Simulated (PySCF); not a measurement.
# `B1CCC[C@H]1C1CCCC1`: 4 charge schemes on one density

Species: C9H17B.
SMILES with atom numbers: `[BH:1]1[CH2:2][CH2:3][CH2:4][C@H:5]1[CH:6]1[CH2:7][CH2:8][CH2:9][CH2:10]1` (hydrogens: H11 on B1; H12, H13 on C2; H14, H15 on C3; H16, H17 on C4; H18 on C5; H19 on C6; H20, H21 on C7; H22, H23 on C8; H24, H25 on C9; H26, H27 on C10)

Cartesian coordinates in Å at the PBE0-D3(BJ)/def2-SVP level; atoms count from 1:
```
atom  x, y, z in Å
B1     1.6539    0.4652    1.4055
C2     3.0709   -0.0283    0.9573
C3     2.8928   -0.4389   -0.5112
C4     1.4340   -0.8849   -0.6232
C5     0.6370    0.0791    0.2722
C6    -0.7982   -0.3117    0.5913
C7    -1.7144   -0.5083   -0.6219
C8    -3.1097   -0.4862   -0.0111
C9    -3.0335    0.6621    1.0019
C10   -1.5629    0.6988    1.4730
H11    1.3902    1.0424    2.4364
H12    3.9414    0.6078    1.1782
H13    3.2032   -0.9374    1.5879
H14    3.6027   -1.2105   -0.8496
H15    3.0569    0.4420   -1.1566
H16    1.0757   -0.9185   -1.6648
H17    1.3251   -1.9099   -0.2219
H18    0.6091    1.0693   -0.2538
H19   -0.7671   -1.2791    1.1275
H20   -1.4935   -1.4259   -1.1889
H21   -1.5914    0.3439   -1.3161
H22   -3.9157   -0.3587   -0.7498
H23   -3.2951   -1.4418    0.5089
H24   -3.2930    1.6095    0.5030
H25   -3.7456    0.5412    1.8320
H26   -1.1376    1.7080    1.3507
H27   -1.4580    0.4538    2.5403
```

Density: PBE0/pcSseg-1 (PySCF); schemes: Mulliken, IAO, Hirshfeld and ESP-fitted. One conformer (not necessarily the lowest) at the PBE0-D3(BJ)/def2-SVP geometry, without solvent, vibrations or thermal averaging.

Q: Give the atomic charges in each scheme.

A: In e:

```csv
atom,environment,Mulliken,IAO,Hirshfeld,ESP-fitted
B1,three-coordinate boron,+0.444,+0.176,+0.165,+0.319
C2,sp3 carbon bound to boron,-0.492,-0.404,-0.142,-0.317
C3,ring CH2 carbon,-0.190,-0.246,-0.069,+0.032
C4,ring CH2 carbon,-0.171,-0.248,-0.070,-0.167
C5,sp3 carbon bound to boron,-0.461,-0.239,-0.090,-0.059
C6,sp3 CH carbon,-0.315,-0.093,-0.021,+0.172
C7,ring CH2 carbon,-0.151,-0.254,-0.072,-0.075
C8,ring CH2 carbon,-0.210,-0.254,-0.070,-0.054
C9,ring CH2 carbon,-0.217,-0.261,-0.069,-0.118
C10,ring CH2 carbon,-0.155,-0.262,-0.069,-0.040
H11,B–H hydrogen,+0.011,+0.004,-0.060,-0.171
H12,methylene hydrogen,+0.136,+0.146,+0.040,+0.070
H13,methylene hydrogen,+0.138,+0.159,+0.049,+0.095
H14,methylene hydrogen,+0.117,+0.130,+0.034,+0.011
H15,methylene hydrogen,+0.111,+0.124,+0.033,+0.023
H16,methylene hydrogen,+0.124,+0.128,+0.034,+0.029
H17,methylene hydrogen,+0.107,+0.118,+0.032,+0.055
H18,methine hydrogen,+0.133,+0.143,+0.044,+0.047
H19,methine hydrogen,+0.110,+0.114,+0.029,-0.030
H20,methylene hydrogen,+0.126,+0.129,+0.036,+0.011
H21,methylene hydrogen,+0.103,+0.117,+0.031,+0.020
H22,methylene hydrogen,+0.118,+0.132,+0.037,+0.025
H23,methylene hydrogen,+0.111,+0.124,+0.033,+0.028
H24,methylene hydrogen,+0.117,+0.128,+0.033,+0.046
H25,methylene hydrogen,+0.118,+0.132,+0.036,+0.036
H26,methylene hydrogen,+0.115,+0.125,+0.032,-0.006
H27,methylene hydrogen,+0.125,+0.133,+0.034,+0.017
```

Mean size of the charges over all atoms: Mulliken 0.175 e, IAO 0.168 e, ESP-fitted 0.077 e, Hirshfeld 0.054 e. Each set sums to the total charge, 0, to within 0.001 e. The Mulliken scheme counts on each atom the diagonal of the density matrix times the overlap matrix over that atom's basis functions.

Lowest charge. All schemes agree: Mulliken C2 (-0.492); IAO C2 (-0.404); Hirshfeld C2 (-0.142); ESP-fitted C2 (-0.317).

Highest charge. All schemes agree: Mulliken B1 (+0.444); IAO B1 (+0.176); Hirshfeld B1 (+0.165); ESP-fitted B1 (+0.319).

Q: How many electrons does the Mulliken scheme count on C6?

A: Z − q = 6 − (-0.315) = 6.315.

Q: Sum the charges by element, for elements with more than one atom.

A: 
| element | atoms | Mulliken | IAO | Hirshfeld | ESP-fitted |
| --- | --- | --- | --- | --- | --- |
| C | 9 | -2.363 | -2.261 | -0.672 | -0.627 |
| H | 17 | +1.919 | +2.086 | +0.506 | +0.307 |
